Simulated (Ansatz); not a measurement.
Program: Ansatz 0.2.0.

C₂H₂ClFGaN (`F[C]1=C[NH][Ga]1[Cl]`) at its PBE0-D4/def2-TZVP geometry, where that method's forces vanish. Charge 0, multiplicity 1.

```json
{"atom": "F1", "x (Å)": "1.570", "y (Å)": "-0.371", "z (Å)": "1.878"}
{"atom": "C2", "x (Å)": "0.723", "y (Å)": "-0.244", "z (Å)": "0.862"}
{"atom": "C3", "x (Å)": "0.612", "y (Å)": "0.801", "z (Å)": "0.018"}
{"atom": "N4", "x (Å)": "-0.563", "y (Å)": "0.736", "z (Å)": "-0.772"}
{"atom": "Ga5", "x (Å)": "-0.883", "y (Å)": "-0.972", "z (Å)": "0.044"}
{"atom": "Cl6", "x (Å)": "-2.336", "y (Å)": "-2.484", "z (Å)": "-0.226"}
{"atom": "H7", "x (Å)": "1.282", "y (Å)": "1.656", "z (Å)": "-0.041"}
{"atom": "H8", "x (Å)": "-0.406", "y (Å)": "0.877", "z (Å)": "-1.763"}
```

**Question.** For each bond, give half the difference of the two atoms' forces along it (eV/Å; positive pushes the atoms apart) under PBE-D4, r2SCAN-D4, B3LYP-D4, ωB97M-V in def2-TZVPP. (Best estimate.)

**Answer.** The calculation gave: 
| bond | length (Å) | PBE-D4 | r2SCAN-D4 | B3LYP-D4 | ωB97M-V |
| --- | --- | --- | --- | --- | --- |
| F1–C2 | 1.329 | 0.27 | 0.19 | 0.32 | 0.43 |
| C2–C3 | 1.348 | 0.36 | 0.18 | -0.06 | -0.28 |
| C2–Ga5 | 1.944 | 0.05 | -0.07 | -0.02 | -0.19 |
| C3–N4 | 1.418 | 0.05 | 0.10 | 0.24 | 0.42 |
| C3–H7 | 1.088 | -0.03 | -0.10 | -0.20 | -0.19 |
| N4–Ga5 | 1.920 | 0.28 | 0.11 | 0.20 | -0.05 |
| N4–H8 | 1.013 | 0.18 | -0.01 | -0.12 | -0.12 |
| Ga5–Cl6 | 2.114 | 0.06 | -0.01 | 0.07 | 0.00 |

B3LYP here is the variant with VWN-RPA as its local correlation; programs differ in this.
